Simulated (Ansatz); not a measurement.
Mo2P2. Total charge 0; singlet. Geometry r2SCAN-D4/def2-SVP; atoms count from 1.

```xyz
4

Mo    0.1696    0.1238   -1.2685
Mo   -0.6592   -1.5624   -0.4318
P     0.1212    1.7027    0.4812
P     0.3685   -0.2641    1.2192
```

In the def2 sets Mo takes a core potential; there is no spin–orbit coupling. The restricted singlet is unstable towards broken spin symmetry in Hartree–Fock (as tested in another run); at PBE0-D4/def2-TZVP this wasn't settled. No other spin state of charge 0 was run. Another isomer (triplet) lies 1.16 eV lower at PBE0-D4/def2-TZVP; other spin states weren't run for this one.

Estimate the Mulliken populations from the PBE0/def2-TZVP orbitals of Ansatz.


```json
{"atom": "Mo1", "charge (e)": "0.23", "d electrons": "4.77"}
{"atom": "Mo2", "charge (e)": "0.27", "d electrons": "4.92"}
{"atom": "P3", "charge (e)": "-0.26", "d electrons": "–"}
{"atom": "P4", "charge (e)": "-0.24", "d electrons": "–"}
```
Mulliken values and Mayer orders depend strongly on the basis.

And the Mayer bond orders between bonded heavy atoms (over 0.3)?

Mo1–Mo2 3.81 (2.06 Å); Mo1–P3 1.28 (2.36 Å); Mo1–P4 0.73 (2.53 Å); Mo2–P4 1.24 (2.34 Å); P3–P4 1.42 (2.12 Å). Values over 0.3 also appear between atoms too far apart for a bond (Mo2–P3 0.36 at 3.48 Å); they arise where an orbital or an unpaired electron spreads over both atoms.
